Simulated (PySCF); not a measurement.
B3LYP has the VWN-RPA correlation part, as in Gaussian. 

## [W(F)3(CH3)3] (charge 0, multiplicity 1)

Computed with B3LYP-D3(BJ)/def2-TZVP // r2SCAN-D4/def2-SVP (PySCF).

- HOMO: -8.07 eV
- dipole moment: 2.49 D
- HOMO–LUMO gap: 4.54 eV
- LUMO: -3.52 eV
- charge on the central atom (Mulliken): 1.45 e
- total energy: -486.7165 Ha
- cost: around 5 core-minutes (rough)

```xyz
16

W     -0.2594     0.1027    -0.0448
F     -1.6191     1.3532     0.3927
F     -0.8832     0.4838    -1.7748
F     -0.5258    -0.7254     1.6144
C      1.0897     1.3233     1.0651
H      1.2613     2.2374     0.4729
H      2.0534     0.8564     1.3097
H      0.5456     1.5876     1.9857
C     -0.3135    -1.9573    -0.6052
H     -1.3498    -2.2415    -0.3361
H      0.3803    -2.5729    -0.0125
H     -0.1644    -2.1220    -1.6800
C      1.5882    -0.0420    -1.1593
H      1.4434    -0.5505    -2.1221
H      2.3256    -0.6003    -0.5565
H      2.0006     0.9610    -1.3524
```
Charge 0, spin multiplicity 1.
